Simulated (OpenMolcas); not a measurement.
Sn: from CASSCF to CASPT2

```json
{"Program": "OpenMolcas 26.06", "Basis": "ANO-R2 [7s6p4d2f1g]", "Scalar Hamiltonian": "X2C, finite nucleus", "Active space": "4 electrons in 4 orbitals (5s 5p)", "State averaging": "2S+1 = 3 even, 3 roots; 2S+1 = 1 even, 6 roots; 2S+1 = 5 odd, 1 root; 2S+1 = 3 odd, 5 roots", "Spin-orbit coupling": "RASSI with atomic mean-field integrals over the reference wave functions, term energies averaged over their components"}
```

Methods on the same reference wave functions:
A. CASSCF
B. SS-CASPT2, IPEA 0.25 Eh, imaginary shift 0.1 Eh (closed shells correlated: 4d)

Energies in cm⁻¹ above 5s² 5p² ³P₀, the measured ground level; measured values from NIST Handbook of Basic Atomic Spectroscopic Data.

```json
{"Level": "5s² 5p² ³P₀", "A": "0.0", "B": "0.0", "Measured": "0.0"}
{"Level": "5s² 5p² ³P₁", "A": "1474", "B": "1455", "Measured": "1692"}
{"Level": "5s² 5p² ³P₂", "A": "3183", "B": "3070", "Measured": "3428"}
{"Level": "5s² 5p² ¹D₂", "A": "10522", "B": "8740", "Measured": "8613"}
{"Level": "5s² 5p² ¹S₀", "A": "17621", "B": "18300", "Measured": "17162"}
{"Level": "5s 5p³ ⁵S°₂", "A": "27999", "B": "38000", "Measured": "39626"}
```

Deviations, from unrounded energies. A percentage is the sum of absolute deviations over the sum of measured energies, with the sign that they share, or ± where signs differ.

| Against measurement | Levels | A | B |
| --- | --- | --- | --- |
| mean absolute deviation (cm-1) | 5 | 2900 | 700 |
| fine structure of the ground term (%) | 2 | -9.0 | -11.6 |
| other terms of the ground configuration (%) | 2 | +9.2 | +4.9 |
| other configurations (%) | 1 | -29.3 | -4.1 |

B lies closest to measurement on these levels. The largest miss of B in the table is 5s 5p³ ⁵S°₂, by -1600 cm-1. The ranking rests on the paired levels alone, and a cruder setting can come out closer through cancelling errors.

From A to B the spin-free energies of the other terms of 5s² 5p² shown, above ³P, scale by factors of 0.76 to 1.05.

The lowest spin-free term lies below A's lowest term by 0.482 hartree in B.

Over all roots computed the reference weight is 0.87 to 0.93 in B; the roots of lowest weight are the least certain, and an intruder state may touch them. Terms of s pⁿ other than that of highest spin mix with s² pⁿ⁻² d, which this space lacks; all of them can be thousands of cm-1 off, and some have no real level of that name. Measured partners are found by configuration, term and J. A level has none where our copy of the source lacks it or the pairing is in doubt (some pairs that miss far off the trend of their configuration count as doubtful), and it then counts in no deviation. Only configurations of the active space appear. The table leaves out levels that lie high or whose names do not pair safely across all columns.

° marks odd parity.
